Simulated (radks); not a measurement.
Question: Xe III, configuration [Kr] 4d10 5s2 5p3 5d1 (not the ground configuration). Calculated with a radial shooting solver on a logarithmic mesh with Libxc functionals: Dirac Kohn-Sham, BLYP, spin-unpolarised, spherical densities, finite nucleus; open shells are shared between the two j in proportion to 2j + 1; Fermi nuclear charge, rms radius 4.7859 fm. Some entries of the table are withheld. Estimate them.

orbital,occ.,eigenvalue (hartree),<r> (bohr),r(max) (bohr)
1s1/2,2,-1263.222,0.02666,0.01715
2s1/2,2,(1),0.1142,0.09710
2p1/2,2,-185.4325,0.09619,0.07437
2p3/2,4,-173.4967,0.1020,0.07926
3s1/2,2,-41.05717,0.3061,0.2792
3p1/2,2,(2),0.2962,0.2656
3p3/2,4,(3),0.3079,0.2764
3d3/2,4,-25.17520,0.2787,(4)
3d5/2,6,-24.69609,0.2824,(5)
4s1/2,2,-8.13040,0.7164,0.6611
4p1/2,2,-6.38406,0.7453,0.6768
4p3/2,4,-5.93036,0.7731,0.7010
4d3/2,4,-3.10330,0.8674,0.7429
4d5/2,6,-3.02978,0.8781,0.7512
5s1/2,2,-1.51610,1.766,1.586
5p1/2,1,-1.08066,2.006,1.764
5p3/2,2,-1.02092,2.084,1.833
5d3/2,0.4,(6),3.024,2.540
5d5/2,0.6,(7),3.057,2.570

Answer: 
(1) 2s1/2 eigenvalue (hartree): -197.2888
(2) 3p1/2 eigenvalue (hartree): -36.12630
(3) 3p3/2 eigenvalue (hartree): -33.85977
(4) 3d3/2 r(max) (bohr): 0.2241
(5) 3d5/2 r(max) (bohr): 0.2271
(6) 5d3/2 eigenvalue (hartree): -0.47341
(7) 5d5/2 eigenvalue (hartree): -0.46800
